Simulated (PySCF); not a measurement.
A family of related molecules: cyclic III–V and III–VI dimers. All species are isolated molecules in the gas phase. Strings in code marks are SMILES.

Calculation: CAM-B3LYP-D3(BJ)/def2-TZVP // CAM-B3LYP-D3(BJ)/def2-SVP run with PySCF 2.14.0. Excitations are Tamm–Dancoff values on a coarser integration grid. The basis has no diffuse functions, so Rydberg states are missing or too high.

```json
[
 {"species": "`[BH2-]1[OH+][BH2-][OH+]1`", "S1 excitation (TDA) (eV)": "…", "HOMO–LUMO gap (eV)": "10.51"},
 {"species": "`[SeH+]1[BH2-][SeH+][BH2-]1`", "S1 excitation (TDA) (eV)": "…", "HOMO–LUMO gap (eV)": "9.43"},
 {"species": "`[AlH2-]1[SH+][AlH2-][SH+]1`", "S1 excitation (TDA) (eV)": "6.77", "HOMO–LUMO gap (eV)": "9.91"},
 {"species": "`[GaH2-]1[NH2+][GaH2-][NH2+]1`", "S1 excitation (TDA) (eV)": "…", "HOMO–LUMO gap (eV)": "9.88"},
 {"species": "`[GaH2-]1[SeH+][GaH2-][SeH+]1`", "S1 excitation (TDA) (eV)": "6.06", "HOMO–LUMO gap (eV)": "9.23"},
 {"species": "`[InH2-]1[SbH2+][InH2-][SbH2+]1`", "S1 excitation (TDA) (eV)": "4.53", "HOMO–LUMO gap (eV)": "7.59"},
 {"species": "`[SeH+]1[InH2-][SeH+][InH2-]1`", "S1 excitation (TDA) (eV)": "5.66", "HOMO–LUMO gap (eV)": "8.48"}
]
```

Task: Complete the blanks.

Result: 
- `[BH2-]1[OH+][BH2-][OH+]1`, S1 excitation (TDA) (eV): 7.01
- `[SeH+]1[BH2-][SeH+][BH2-]1`, S1 excitation (TDA) (eV): 5.96
- `[GaH2-]1[NH2+][GaH2-][NH2+]1`, S1 excitation (TDA) (eV): 6.66
